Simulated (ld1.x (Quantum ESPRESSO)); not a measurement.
**Ne: one change to a TM potential, before and after**

Ne (Z = 10), norm-conserving Troullier–Martins (Kleinman–Bylander form), made with ld1.x (Quantum ESPRESSO) 7.5 (LDA (PZ), non-relativistic). Core [He], reference 2s2 2p4 (charge +2). Waves: 2s (bound): rc 0.75 bohr; 2p (bound): rc 1.20 bohr; 3d channel at 0.1 Ry: rc 1.25 bohr. Local part: all-electron potential smoothed inside 0.60 bohr (lloc = -1). Core correction: Bessel-smoothed model core, default radius (core density twice the valence density).

All-electron outer shells of the reference configuration (LDA (PZ), non-relativistic, ld1.x):

| shell | level (eV) | outermost node (bohr) | outermost maximum (bohr) |
| --- | --- | --- | --- |
| 2s | -77.54 | 0.22 | 0.66 |
| 2p | -54.94 | – | 0.58 |

Change: all radii but the core radius scaled by about 1.26 (s 0.94, p 1.52, d 1.58 bohr); local potential all-electron potential smoothed inside 0.76 bohr (lloc = -1).

Cutoffs: the cutoffs (Ry, on a coarse ladder) from which the occupation-weighted sum of valence levels, in a spherical-Bessel basis at the reference potential, stays within 10 and 1 mRy of its value at 400 Ry; they do not see the model core or the augmentation charge, which bear on the density cutoff. Errors are all-electron minus pseudo energies relative to the spin-unpolarised reference configuration.

Question: How do hardness, ghosts and transferability respond?

Answer: The potential gets softer (180 Ry and 260 Ry → 90 Ry and 180 Ry); of the 8 tests that both files solve, the error grows in 8 and shrinks in 0 by more than 15 % and 0.3 meV (median size 93.6 → 321.2 meV); neither file shows a bound ghost. A larger radius leaves more room for a smooth pseudo-wave, so fewer plane waves are needed. More of the atom is replaced by a form fitted at one configuration, so other configurations suffer.

```tsv
quantity	base	changed
cutoff, loose	180 Ry	90 Ry
cutoff, tight	260 Ry	180 Ry
loose cutoff by channel (10 mRy a level)	s 100 Ry, p 90 Ry	s 70 Ry, p 70 Ry
bound ghosts	none	none
error for 2s2 2p6, meV [ΔE -66.08 eV]	+105	+372
error for 2s2 2p5, meV [ΔE -43.42 eV]	+49	+160
error for 2s2 2p3, meV [ΔE 67.53 eV]	+131	+364
error for 2s1 2p6, meV [ΔE -20.66 eV]	+232	+566
error for 2s2 2p5.5, meV [ΔE -57.11 eV]	+82	+278
error for 2s2 2p2, meV [ΔE 162.22 eV]	+771	+1993
error for 2s2 2p4 (spin-polarised), meV [ΔE -2.25 eV]	+27	-37
error for 2s2 2p5 (spin-polarised), meV [ΔE -43.89 eV]	+57	+157
```
